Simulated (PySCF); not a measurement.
CH5BS, SMILES CBS. Heavy atoms are numbered as in [BH:1]([CH3:3])[SH:7]. Hydrogens are named by the atom that carries them.

The structure is a stationary point at PBE0-D3(BJ)/def2-TZVP. Other conformers were not sampled.

These are PBE0/pcSseg-2 run with PySCF values and carry that method's errors.

GIAO shieldings, no solvent; atoms alike by connectivity are averaged. δ = σ(ref) − σ: ¹¹B against BF3 (σ = 88.8 ppm); ¹H against TMS (σ = 31.54 ppm); ¹³C against TMS (σ = 186.1 ppm); ³³S against H2S (σ = 711.3 ppm), references at their B3LYP-D3(BJ)/def2-TZVP geometries, non-relativistic.

```json
[
 {"nucleus": "¹¹B", "atoms": "B1 (BH)", "count": "1", "δ (ppm)": "64.7"},
 {"nucleus": "¹H", "atoms": "H on B1", "count": "1", "δ (ppm)": "7.53"},
 {"nucleus": "¹H", "atoms": "H on S7", "count": "1", "δ (ppm)": "3.93"},
 {"nucleus": "¹H", "atoms": "H on C3", "count": "3", "δ (ppm)": "1.08"},
 {"nucleus": "¹³C", "atoms": "C3 (CH3)", "count": "1", "δ (ppm)": "12.9"},
 {"nucleus": "³³S", "atoms": "S7 (SH)", "count": "1", "δ (ppm)": "242.7"}
]
```
